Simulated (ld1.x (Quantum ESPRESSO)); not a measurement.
Which change was made? (Sn, TM)

ld1.x (Quantum ESPRESSO) 7.5 input, shortened:

```
&input
   title='Sn', zed=50., rel=1, dft='BP', iswitch=3,
   config='[Kr] 4d10 5s2 5p2'
 /
 &inputp
   pseudotype=2, tm=.true., lloc=2,
   nlcc=.true., new_core_ps=.true., rcore=0.90
 /
3
5S  1  0   2.00   0.00  2.15  2.15  0.0
5P  2  1   2.00   0.00  2.75  2.75  0.0
4D  3  2  10.00   0.00  0.95  0.95  0.0
 &test
   configts(1)='4d10 5s2 5p2'
 /
```

Cutoffs, loose and tight: the cutoffs (Ry, on a coarse ladder) from which the occupation-weighted sum of valence levels, in a spherical-Bessel basis at the reference potential, stays within 10 and 1 mRy of its value at 400 Ry. They do not see the model core or the augmentation charge, which bear on the density cutoff. Test errors are all-electron minus pseudo excitation energies from the reference, over the configurations 4d10 5s2 5p1; 4d10 5s2 5p0; 4d10 5s1 5p0; 4d10 5s1 5p3; 4d10 5s0 5p0; 4d10 5s0 5p4; 4d9 5s2 5p3; variants that change the core or the reference have their own tests.

The base gives: outcome: generated; cutoff, loose: 120 Ry; cutoff, tight: 160 Ry; bound ghosts: s, p; largest test error (meV): -215.

On the changes marked as counting shells twice: ld1.x takes every shell without a wave as core, so the model core holds the marked electrons as well and exchange and correlation see them twice. This cancels in the reference configuration, but the file is broken for other ones, and its errors say nothing about a proper core correction.

Question: After one change the result is: outcome: generated; cutoff, loose: 120 Ry; cutoff, tight: 180 Ry; bound ghosts: none; largest test error (meV): -323. Which change was it?
A. core [Ar] 3d10 4s2, valence charge 20; reference 4p6 4d10 5s2 5p1.5; waves now 4p (bound): rc 1.20 bohr; 4d (bound): rc 1.65 bohr; 5s (bound): rc 1.90 bohr; local potential the s channel; core correction a·sin(br)/r model core inside 1.15 bohr (5p counted twice)
B. local potential the p channel
C. all radii but the core radius scaled by about 1.23 (s 2.64, p 3.38, d 1.16 bohr)

Answer: B. The others give: all radii but the core radius scaled by about 1.23 (s 2.64, p 3.38, d 1.16 bohr) → outcome: generated; cutoff, loose: 100 Ry; cutoff, tight: 160 Ry; bound ghosts: s, p; largest test error (meV): -263 | core [Ar] 3d10 4s2, valence charge 20; reference 4p6 4d10 5s2 5p1.5; waves now 4p (bound): rc 1.20 bohr; 4d (bound): rc 1.65 bohr; 5s (bound): rc 1.90 bohr; local potential the s channel; core correction a·sin(br)/r model core inside 1.15 bohr (5p counted twice) → outcome: generated, misses its reference levels by 1.54 eV; cutoff, loose: 100 Ry; cutoff, tight: 160 Ry; bound ghosts: none; largest test error (meV): -4448 over the solved tests; 1 of 7 tests not solved or not reliable.
